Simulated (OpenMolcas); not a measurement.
## Sb³⁺: CASPT2 settings compared

```yaml
Program: OpenMolcas
Basis: ANO-R2 [7s6p4d2f1g]
Scalar_Hamiltonian: X2C, finite nucleus
Active_space: 2 electrons in 4 orbitals (5s 5p)
State_averaging: 2S+1 = 1 even, 7 roots; 2S+1 = 3 even, 3 roots kept (CI in the orbitals of an earlier block); 2S+1 = 1 odd, 3 roots; 2S+1 = 3 odd, 3 roots kept (CI in the orbitals of an earlier block)
Spin-orbit_coupling: RASSI with atomic mean-field integrals over the reference wave functions, term energies averaged over their components
```

Methods on the same reference wave functions:
A. CASSCF
B. SS-CASPT2, IPEA 0.2 Eh, imaginary shift 0.5 Eh (closed shells correlated: 4d)
C. SS-CASPT2, IPEA 0.15 Eh, imaginary shift 0.05 Eh (closed shells correlated: 4s 4p 4d)
D. MS-CASPT2, IPEA 0.15 Eh, imaginary shift 0.05 Eh (closed shells correlated: 4s 4p 4d)
E. MS-CASPT2, IPEA 0.2 Eh, imaginary shift 0.5 Eh (closed shells correlated: 4d)
F. XMS-CASPT2, IPEA 0.75 Eh, real shift 0.05 Eh (closed shells correlated: 4s 4p 4d)

Energies in cm⁻¹ above 5s² ¹S₀, the measured ground level; measured values from Moore, Atomic Energy Levels, vol. III, NSRDS-NBS 35 (1971 reprint of NBS Circular 467, 1958).

| Level | A | B | C | D | E | F | Measured |
| --- | --- | --- | --- | --- | --- | --- | --- |
| 5s² ¹S₀ | 0.0 | 0.0 | 0.0 | 0.0 | 0.0 | 0.0 | 0.0 |
| 5s 5p ³P°₀ | 61939 | 65310 | 65300 | 65970 | 65900 | 68050 |  |
| 5s 5p ³P°₁ | 63642 | 66930 | 66920 | 67580 | 67520 | 69670 | 66700 |
| 5s 5p ³P°₂ | 67597 | 70970 | 70960 | 71620 | 71560 | 73710 | 72560 |
| 5s 5p ¹P°₁ | 102695 | 93790 | 93480 | 94150 | 94370 | 96790 | 95952 |
| 5p² ³P₀ | 148786 | 151360 | 151810 | 152480 | 151940 | 154900 | 152076 |
| 5p² ³P₁ | 151949 | 154860 | 155340 | 156010 | 155440 | 158480 | 156388 |
| 5p² ¹S₀ | 188289 | 181250 | 181120 | 182450 | 182410 | 183800 |  |

Deviations, from unrounded energies. A percentage is the sum of absolute deviations over the sum of measured energies, with the sign that they share, or ± where signs differ.

```
           Against measurement  Levels     A     B     C     D     E     F
mean absolute deviation (cm-1)       5  4500  1200  1100   880   900  2000
      other configurations (%)       5  ±4.1  ±1.1  ±1.0  ±0.8  ±0.8  +1.8
```

D, E lie about equally close to measurement and A furthest from it. The largest miss of D in the table is 5s 5p ¹P°₁, by -1800 cm-1. The ranking rests on the paired levels alone, and a cruder setting can come out closer through cancelling errors.

Among B to F the level of the table that moves most is 5p² ³P₁, by 3600 cm-1 (lowest in B, highest in F). Moves below CASPT2's spread within the term are not significant.

The lowest spin-free term lies below A's lowest term by 0.433 hartree in B, 0.636 hartree in C, 0.639 hartree in D, 0.436 hartree in E, 0.646 hartree in F.

Term energies are means over components that CASPT2 splits; among the terms shown or strongly mixed into the levels shown the widest spread is 23 cm-1 (5s 5p ¹P°, F). Over all roots computed the reference weight is 0.87 to 0.93 in C, 0.87 to 0.93 in D, 0.85 to 0.93 in F; the roots of lowest weight are the least certain, and an intruder state may touch them. Terms from blocks run as CI alone lack orbitals of their own. The ¹D term of p² mixes with s d, which this space lacks. Computed and measured levels are paired by configuration, term and J; levels that our copy of the source lacks, or whose pairing is in doubt (as where it misses far off the trend of its configuration), stay unpaired and out of the deviations. Only configurations of the active space appear. The table leaves out levels that lie high or whose names do not pair safely across all columns.

° marks odd parity.
